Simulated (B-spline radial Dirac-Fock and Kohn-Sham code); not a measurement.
**The free sulfur atom: differential elastic cross section for electrons at 130 keV**

Calculated with a radial finite-basis atomic code, using relativistic (Dirac) partial waves in the static field of the Dirac-Fock atom with Furness-McCarthy exchange, without polarisation or absorption potentials.

Input file task.json (cfg lists n, l and occupation; rrms is the nuclear radius in fm):

```json
{"items": [{
  "Z": 16,
  "q": 0,
  "cfg": [[1, 0, 2], [2, 0, 2], [2, 1, 6], [3, 0, 2], [3, 1, 4]],
  "A": 32,
  "rrms": 3.2611,
  "do": "elastic",
  "energies": [[130000.0, 0]],
  "theta": [0, 10, 20, 30, 40, 50, 60, 70, 80, 90, 100, 110, 120, 130, 140, 150, 160, 170, 180]
}]}
```

Launch: `python xray2_run.py task.json out`

```tsv
θ (°)	dσ/dΩ (Å²/sr)	Sherman function
0	41.6	0.000
10	0.00369	0.000
20	0.000261	-0.001
30	5.49e-05	-0.003
40	1.81e-05	-0.006
50	7.69e-06	-0.010
60	3.85e-06	-0.015
70	2.16e-06	-0.021
80	1.32e-06	-0.026
90	8.69e-07	-0.032
100	6.04e-07	-0.036
110	4.42e-07	-0.039
120	3.38e-07	-0.040
130	2.70e-07	-0.039
140	2.24e-07	-0.036
150	1.94e-07	-0.030
160	1.75e-07	-0.021
170	1.64e-07	-0.011
180	1.61e-07	0.000
```

Question: What integrated cross sections go with this distribution?

Answer: The total elastic cross section is 0.0286 Å², the first transport cross section 4.40e-05 Å² and the second, weighted with (3/2) sin²θ, 0.000116 Å². The mean deflection is ⟨1 − cos θ⟩ = 0.00154, and 0.0086 % of the collisions scatter beyond 90°.
